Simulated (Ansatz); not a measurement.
An input meant for PbO2 (charge 0, singlet).

```yaml
crystal:
  periodic: [false, false, false]
  atoms:
    - {symbol: Pb, position_ang: [0.853681, 0.909671, -0.348011]}
    - {symbol: h, position_ang: [-0.646825, -0.527819, -0.556381]}
    - {symbol: O, position_ang: [-0.206855, -0.381853, 0.904392]}
basis:
  gaussian: {orbitals: def2-SVPD, fitting: {mean_field: def2-universal-jkfit}}
hamiltonian: {xc: {name: SVWN5}, pseudopotentials: {relativity: none}}
output: {forces: true}
```

```sh
$ ansatz run in.yaml --threads 4 --pin off --events-out ev --progress --plain --max-ram 3916MiB
```

It prints (some lines left out):

```
Error: YAML parse error: error: line 5 column 16: `h` is not an element symbol (H … Og, case-exact)
 --> <input>:5:16
3 |   atoms:
4 |     - {symbol: Pb, position_ang: [0.853681, 0.909671, -0.348011]}
5 |     - {symbol: h, position_ang: [-0.646825, -0.527819, -0.556381]}
6 |     - {symbol: O, position_ang: [-0.206855, -0.381853, 0.904392]}
7 | basis:
```

(1) What is wrong with this run?

Results:

(1) An element symbol is wrong. The input was rejected before any iteration.
